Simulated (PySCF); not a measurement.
**Polarisability and C₆ of Si²⁺ (silicon, charge +2)**

[Ne] 3s2, closed-shell 1S. Calculation: PySCF 2.14, in aug-cc-pCVTZ-DK with one added diffuse shell each of s, p, d, f type (9s8p6d4f, 91 functions); the spin-free X2C one-electron Hamiltonian (Gaussian nucleus). Coupled (time-dependent) response in atomic units; α is the mean over directions.

```json
{"method": "UHF", "mean α (bohr³)": "12.42", "C₆ (like pair)": "44.16", "S(−4)": "89.31"}
{"method": "PBE", "mean α (bohr³)": "11.56", "C₆ (like pair)": "39.48", "S(−4)": "78.54"}
{"method": "PBE0", "mean α (bohr³)": "11.81", "C₆ (like pair)": "40.77", "S(−4)": "81.72"}
{"method": "BP86", "mean α (bohr³)": "11.41", "C₆ (like pair)": "38.68", "S(−4)": "76.72"}
{"method": "MN15", "mean α (bohr³)": "11.54", "C₆ (like pair)": "38.25", "S(−4)": "83.45"}
```

S(−4) is the Cauchy moment in α(ω) = α(0) + S(−4) ω² + …

α(iu) at BP86:

```tsv
u (hartree)	α(iu) (bohr³)
0	11.41
0.0500	11.22
0.100	10.69
0.200	9.005
0.300	7.144
0.500	4.349
0.750	2.526
1.00	1.638
1.50	0.8753
2.00	0.5695
3.00	0.3234
5.00	0.1666
```

A single London oscillator, α(iu) = α/(1 + u²/ω²), gives C₆ = (3/4) ω α². Matching the computed C₆ needs ω = 4 × 38.68 / (3 × 11.41²) = 0.396 hartree.

For an ion, C₆ is the dispersion term alone; charge-induced terms of lower order in 1/R come first.
